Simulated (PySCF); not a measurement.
C5H4F2.

```xyz
11

F      1.0849     0.0000    -1.3934
C      0.0000     0.0000    -0.5815
F     -1.0849     0.0000    -1.3934
C      0.0000     1.1943     0.3518
C      0.0000     0.7442     1.6112
C      0.0000    -0.7442     1.6112
C      0.0000    -1.1943     0.3518
H      0.0000     2.2226    -0.0083
H      0.0000     1.3546     2.5155
H      0.0000    -1.3546     2.5155
H      0.0000    -2.2226    -0.0083
```

Geometry: PBE0-D3(BJ)/def2-SVP. The values are those of a single conformer.

Calculation: PBE/pcSseg-1 in PySCF. Non-relativistic, no solvent.

Computed absolute GIAO shielding of each atom: isotropic value and principal components (ppm):
```tsv
atom	σ(iso)	σ11	σ22	σ33	span
F1	328.3	197.0	317.8	470.1	273.1
C2	45.6	34.4	43.6	58.7	24.3
F3	328.3	197.0	317.8	470.1	273.1
C4	41.0	-63.4	51.6	134.9	198.2
C5	40.4	-67.1	51.5	136.8	203.9
C6	40.4	-67.1	51.5	136.8	203.9
C7	41.0	-63.4	51.6	134.9	198.2
H8	25.0	23.5	25.4	26.2	2.7
H9	25.0	23.1	24.8	27.2	4.1
H10	25.0	23.1	24.8	27.2	4.1
H11	25.0	23.5	25.4	26.2	2.7
```
